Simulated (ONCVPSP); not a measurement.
**Scattering properties, ONCV potential for nitrogen**

```json
{
  "Element": "nitrogen",
  "Generator": "ONCVPSP 4.0.1",
  "Type": "optimised norm-conserving Vanderbilt (ONCV)",
  "Functional": "PBE",
  "Relativity": "scalar-relativistic",
  "Frozen core": "[He]",
  "Valence charge": "5",
  "Reference configuration": "2s2 2p3",
  "Partial waves": "2s: rc 1.10 bohr, ncon 5, nbas 8, qcut 6.8 1/bohr, 2 projectors, debl 3.8 Ha; 2p: rc 1.20 bohr, ncon 3, nbas 7, qcut 6.9 1/bohr, 1 projector",
  "Local potential": "polynomial inside 0.90 bohr (lpopt 5, dvloc0 0 Ha)",
  "Core correction": "Teter function, fcfact 4.25, rcfact 1.55"
}
```

The phase is arctan(r·R′/R) of the radial function R(r), unwrapped; energies in Ha, scanned from -2 to 5 Ha. A pole is an energy at which the radial function vanishes at the test radius. The pseudo phase is shifted by a multiple of π to meet the all-electron one at the reference energy, and phase errors are pseudo minus all-electron; the curves can meet again beyond the range given. Levels narrower than the energy grid can be missing from the lists of poles.

```csv
channel,radius (bohr),reference energy (Ha),"poles, all-electron","poles, pseudo",unbroken range about the reference energy with phases within 0.05 rad,phase error 1 Ha above the reference energy (rad)
s,1.12,-0.68,3.16,3.16,the whole range,-0.000
p,1.22,-0.26,1.74,1.83,below 3.2,+0.004
```

Phases in the s channel:

| E (Ha) | all-electron | pseudo |
| --- | --- | --- |
| -1.98 | 0.012 | 0.011 |
| -1.80 | -0.133 | -0.133 |
| -1.62 | -0.279 | -0.279 |
| -1.44 | -0.420 | -0.420 |
| -1.26 | -0.553 | -0.553 |
| -1.08 | -0.674 | -0.674 |
| -0.90 | -0.781 | -0.781 |
| -0.72 | -0.875 | -0.875 |
| -0.54 | -0.957 | -0.957 |
| -0.36 | -1.029 | -1.029 |
| -0.18 | -1.091 | -1.091 |
| 0.00 | -1.145 | -1.145 |
| 0.18 | -1.193 | -1.193 |
| 0.36 | -1.235 | -1.235 |
| 0.54 | -1.273 | -1.273 |
| 0.72 | -1.306 | -1.306 |
| 0.90 | -1.337 | -1.337 |
| 1.08 | -1.364 | -1.364 |
| 1.26 | -1.389 | -1.389 |
| 1.44 | -1.412 | -1.412 |
| 1.62 | -1.433 | -1.433 |
| 1.80 | -1.453 | -1.453 |
| 1.98 | -1.471 | -1.471 |
| 2.16 | -1.489 | -1.489 |
| 2.34 | -1.505 | -1.505 |
| 2.52 | -1.520 | -1.520 |
| 2.70 | -1.535 | -1.535 |
| 2.88 | -1.550 | -1.550 |
| 3.06 | -1.563 | -1.563 |
| 3.24 | -1.577 | -1.577 |
| 3.42 | -1.589 | -1.589 |
| 3.60 | -1.602 | -1.602 |
| 3.78 | -1.615 | -1.615 |
| 3.96 | -1.627 | -1.627 |
| 4.14 | -1.639 | -1.639 |
| 4.32 | -1.652 | -1.652 |
| 4.50 | -1.664 | -1.664 |
| 4.68 | -1.677 | -1.677 |
| 4.86 | -1.689 | -1.689 |
